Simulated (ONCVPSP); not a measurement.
magnesium: ONCV pseudisation with PBE, scalar-relativistic reference atom.

Input for ONCVPSP 4.0.1:

```
# ATOM AND REFERENCE CONFIGURATION
# atsym  z   nc   nv     iexc    psfile
  Mg 12.00    3    2        4      upf
#
#   n    l    f
    1    0    2.00
    2    0    2.00
    2    1    6.00
    3    0    1.00
    3    1    1.00
#
# PSEUDOPOTENTIAL AND OPTIMIZATION
# lmax
    2
#
#   l,   rc,      ep,       ncon, nbas, qcut
    0    2.05    0.00    4    8    2.60
    1    3.70    0.00    4    7    1.80
    2    3.25    0.39    4    7    2.60
#
# LOCAL POTENTIAL
# lloc, lpopt,  rc(5),   dvloc0
    4    5    1.60    0.00
#
# VANDERBILT-KLEINMAN-BYLANDER PROJECTORs
# l, nproj, debl
    0    2    1.50
    1    2    2.50
    2    2    1.80
#
# MODEL CORE CHARGE
# icmod, fcfact, rcfact
    1    0.75    0.00
#
# LOG DERIVATIVE ANALYSIS
# epsh1, epsh2, depsh
   -2.00    5.00    0.02
#
# OUTPUT GRID
# rlmax, drl
    6.00    0.01
#
# TEST CONFIGURATIONS
# ncnf
    4
# nvcnf
#   n    l    f
    2
    3    0    2.00
    3    1    0.00
#
    2
    3    0    1.00
    3    1    0.00
#
    2
    3    0    1.50
    3    1    0.00
#
    2
    3    0    0.00
    3    1    1.00
#
```

Command:

```bash
oncvpsp.x < Mg.dat > Mg.out
```

Output (shortened: citation, most of the input echo, consistency checks and plot data are left out):

```
ONCVPSP  (Optimized Norm-Conservinng Vanderbilt PSeudopotential)
scalar-relativistic version 4.0.1

#   n    l    f        energy (Ha)
    1    0    2.00    -4.6369126E+01
    2    0    2.00    -3.0105132E+00
    2    1    6.00    -1.7888134E+00
    3    0    1.00    -2.0841368E-01
    3    1    1.00    -7.6098414E-02

Reference configufation results
  iterations    25
  all-electron total energy (Ha)   -2.00151513D+02

Begin loop to  construct optimized pseudo wave functions
and semi-local pseudopoentials for all angular momenta

   Wellstate for l =  0  n =  4
     eigenvalue =   1.2916
     asymptotic potential =   1.7916
     half-point radius =  3.2223

Calculating optimized projector #   1

 for l=   0

    Fraction of norm inside rc  0.207100
    Optimizing pswf for qcut=   2.60 a_B^-1,  ecut=   3.38 Ha
    Residual kinetic energy error=  1.72D-03 Ha

    Energy error per electron        Cutoff
         Ha          eV             Ha
         0.01000     0.27211        1.96
         0.00100     0.02721        4.02
         0.00010     0.00272       25.13
         0.00001     0.00027       39.45

Calculating optimized projector #   2

 for l=   0

    Fraction of norm inside rc  0.275857
    Optimizing pswf for qcut=   2.60 a_B^-1,  ecut=   3.38 Ha
    Residual kinetic energy error=  7.92D-02 Ha

    Energy error per electron        Cutoff
         Ha          eV             Ha
         0.01000     0.27211        5.98
         0.00100     0.02721       19.91
         0.00010     0.00272       52.48
         0.00001     0.00027       63.36

   Wellstate for l =  1  n =  7
     eigenvalue =   2.4239
     asymptotic potential =   2.9239
     half-point radius =  6.5865

Calculating optimized projector #   1

 for l=   1

    Fraction of norm inside rc  0.440563
    Optimizing pswf for qcut=   1.80 a_B^-1,  ecut=   1.61 Ha
    Residual kinetic energy error=  1.47D-04 Ha

    Energy error per electron        Cutoff
         Ha          eV             Ha
         0.01000     0.27211        0.69
         0.00100     0.02721        1.21
         0.00010     0.00272        1.70
         0.00001     0.00027        3.57

Calculating optimized projector #   2

 for l=   1

    Fraction of norm inside rc  0.196717
    Optimizing pswf for qcut=   1.80 a_B^-1,  ecut=   1.61 Ha
    Residual kinetic energy error=  5.95D-01 Ha

    Energy error per electron        Cutoff
         Ha          eV             Ha
         0.01000     0.27211       14.35
         0.00100     0.02721       17.94
         0.00010     0.00272       26.18
         0.00001     0.00027       42.50

   Wellstate for l =  2  n =  4
     eigenvalue =   0.3900
     asymptotic potential =   0.8900
     half-point radius =  8.2768

   Wellstate for l =  2  n =  6
     eigenvalue =   2.1900
     asymptotic potential =   2.6900
     half-point radius =  5.7312

Calculating optimized projector #   1

 for l=   2

    Fraction of norm inside rc  0.308146
    Optimizing pswf for qcut=   2.60 a_B^-1,  ecut=   3.38 Ha
    Residual kinetic energy error=  1.58D-03 Ha

    Energy error per electron        Cutoff
         Ha          eV             Ha
         0.01000     0.27211        2.19
         0.00100     0.02721        3.91
         0.00010     0.00272       13.34
         0.00001     0.00027       16.47

Calculating optimized projector #   2

 for l=   2

    Fraction of norm inside rc  0.275614
    Optimizing pswf for qcut=   2.60 a_B^-1,  ecut=   3.38 Ha
    Residual kinetic energy error=  4.08D-01 Ha

    Energy error per electron        Cutoff
         Ha          eV             Ha
         0.01000     0.27211        8.49
         0.00100     0.02721       19.40
         0.00010     0.00272       22.70
         0.00001     0.00027       28.87

Construct Vanderbilt / Kleinmman-Bylander projectors

B matrix Hermiticity error, ll=   0
   1   2    5.2048E-05

  Orthonormal projector coefficients  3.7950E+00  5.8421E-01

B matrix Hermiticity error, ll=   1
   1   2   -8.1081E-06

  Orthonormal projector coefficients  1.4461E+01  6.4798E-01

B matrix Hermiticity error, ll=   2
   1   2    3.4986E-06

  Orthonormal projector coefficients -4.1156E+00 -1.1243E+00

Model core correction analysis
  based on d2Exc/dn_idn_j

d2excae - all-electron derivatives

   -3.565870D-02   -1.955560D-02
   -2.148245D-02   -1.322665D-02

d2excps - pseudofunction derivatives with no core correction

   -4.296433D-02   -2.163219D-02
   -2.358731D-02   -1.354720D-02

rms 2nd derivative error    3.943910E-03

Polynomial model core charge

d2excps - pseudofunction derivatives with core correction

   -3.695760D-02   -2.004750D-02
   -2.197369D-02   -1.337291D-02

rms 2nd derivative error    7.402385E-04

Pseudoatom total energy   -0.715863

Diagnostic tests using Vanderbilt-Kleinman-Bylander pseudopotentials
  1 or more projectors used as specified by nproj input data

   l    rcore       rmatch      e in        delta e   norm test  slope test

   0   2.0622434   2.1248576  -0.2084137  -0.0000001   1.0000103   1.0000064
   0   2.0622434   2.1248576   1.2915863   0.0000010   1.0001249   1.0001249

   1   3.7063125   3.8188441  -0.0760984  -0.0000001   0.9999974   1.0000010
run_diag: lschvkbbe ERROR   2   4   1  60  2.42390159E+00  2.13151143E+00
   1   3.7063125   3.8188441   2.4239016  -0.2923902   1.9517691   6.5647372

   2   3.2687705   3.3680175   0.3900000   0.0000009   0.9999947   0.9999947
   2   3.2687705   3.3680175   2.1900000   0.0000047   0.9998778   0.9998778

 Testing for bound ghosts
   n   l    E NL Schr. Eq   E Basis Diag.   E Cutoff

   1   0       -0.208414       -0.194942     61.11

   2   1       -0.076098       -0.074789     16.10

 Testing for highly-localized positive-energy ghosts
       l    <radius>/rc     E Basis Diag.   E Cutoff

       0        0.674866        3.110225     61.11  WARNING - GHOST(+)

       1        0.648030        2.236870     16.10  WARNING - GHOST(+)

       1        0.572625       21.889892     16.10  WARNING - GHOST(+)

       2        0.507122        2.435475     24.24  WARNING - GHOST(+)

Test configuration 0

   n   l     f        eae           eps        diff
   1   0  2.0000  -46.36912626
   2   0  2.0000   -3.01051320
   2   1  6.0000   -1.78881336
   3   0  1.0000   -0.20841368   -0.20841382   -1.43D-07
   3   1  1.0000   -0.07609841   -0.07609848   -7.05D-08

    Total energies and differences
      AE_ref= -2.00151513D+02  AE_tst= -2.00151513D+02  dif=  0.00D+00
      PS_ref= -7.15862822D-01  PS_tst= -7.15862822D-01  dif=  9.99D-16
      PSP excitation error= -9.99D-16

Test configuration 1

   n   l     f        eae           eps        diff
   1   0  2.0000  -46.29130288
   2   0  2.0000   -2.93426666
   2   1  6.0000   -1.71302518
   3   0  2.0000   -0.17292380   -0.17300739   -8.36D-05

    Total energies and differences
      AE_ref= -2.00151513D+02  AE_tst= -2.00279817D+02  dif= -1.28D-01
      PS_ref= -7.15862822D-01  PS_tst= -8.44195309D-01  dif= -1.28D-01
      PSP excitation error=  2.87D-05

Test configuration 2

   n   l     f        eae           eps        diff
   1   0  2.0000  -46.63013699
   2   0  2.0000   -3.26756754
   2   1  6.0000   -2.04605563
   3   0  1.0000   -0.41813532   -0.41798555    1.50D-04

    Total energies and differences
      AE_ref= -2.00151513D+02  AE_tst= -1.99987287D+02  dif=  1.64D-01
      PS_ref= -7.15862822D-01  PS_tst= -5.51639325D-01  dif=  1.64D-01
      PSP excitation error=  2.47D-06

Test configuration 3

   n   l     f        eae           eps        diff
   1   0  2.0000  -46.45005748
   2   0  2.0000   -3.09087706
   2   1  6.0000   -1.86953323
   3   0  1.5000   -0.29104377   -0.29108915   -4.54D-05

    Total energies and differences
      AE_ref= -2.00151513D+02  AE_tst= -2.00164272D+02  dif= -1.28D-02
      PS_ref= -7.15862822D-01  PS_tst= -7.28611498D-01  dif= -1.27D-02
      PSP excitation error= -1.08D-05

Test configuration 4

   n   l     f        eae           eps        diff
   1   0  2.0000  -46.69817191
   2   0  2.0000   -3.33455652
   2   1  6.0000   -2.11235916
   3   1  1.0000   -0.28692889   -0.28892489   -2.00D-03

    Total energies and differences
      AE_ref= -2.00151513D+02  AE_tst= -1.99826784D+02  dif=  3.25D-01
      PS_ref= -7.15862822D-01  PS_tst= -3.89429500D-01  dif=  3.26D-01
      PSP excitation error= -1.70D-03
```

The run took about 3.8 s on one core of a shared server CPU.
